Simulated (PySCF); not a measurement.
CrF2O2, multiplicity 1. Atoms are numbered in the order given.

```xyz
5

Cr     0.0000     0.0000     0.0521
O      0.0000    -1.2470     0.9529
O      0.0000     1.2470     0.9529
F     -1.3910     0.0000    -0.9165
F      1.3910     0.0000    -0.9165
```

Geometry: B3LYP-D3(BJ)/def2-SVP. The spin state was assumed, not searched. The isomer is the one that the SMILES or the coordinates give; other isomers of the formula were not compared.

Method: PySCF 2.14.0 with B3LYP-D3(BJ)/def2-SVP.

Frequencies are harmonic and unscaled.

Problem. Estimate the vibrational spectrum. (Estimate from the structure and the level; the computed values follow.)

Solution. 
```json
[
 {"mode": "1", "ν (cm⁻¹)": "229", "IR (km/mol)": "5.1", "moving atoms (share of kinetic energy)": "F 83 %, Cr 10 %"},
 {"mode": "2", "ν (cm⁻¹)": "294", "IR (km/mol)": "0.0", "moving atoms (share of kinetic energy)": "O 60 %, F 40 %"},
 {"mode": "3", "ν (cm⁻¹)": "309", "IR (km/mol)": "7.3", "moving atoms (share of kinetic energy)": "F 41 %, O 33 %, Cr 26 %"},
 {"mode": "4", "ν (cm⁻¹)": "333", "IR (km/mol)": "10.1", "moving atoms (share of kinetic energy)": "O 51 %, F 28 %, Cr 20 %"},
 {"mode": "5", "ν (cm⁻¹)": "437", "IR (km/mol)": "0.3", "moving atoms (share of kinetic energy)": "O 81 %, Cr 10 %, F 9 %"},
 {"mode": "6", "ν (cm⁻¹)": "765", "IR (km/mol)": "61.8", "moving atoms (share of kinetic energy)": "F 77 %, Cr 15 %"},
 {"mode": "7", "ν (cm⁻¹)": "818", "IR (km/mol)": "143.0", "moving atoms (share of kinetic energy)": "F 63 %, Cr 37 %"},
 {"mode": "8", "ν (cm⁻¹)": "1147", "IR (km/mol)": "80.6", "moving atoms (share of kinetic energy)": "O 78 %, Cr 22 %"},
 {"mode": "9", "ν (cm⁻¹)": "1156", "IR (km/mol)": "162.0", "moving atoms (share of kinetic energy)": "O 69 %, Cr 31 %"}
]
```
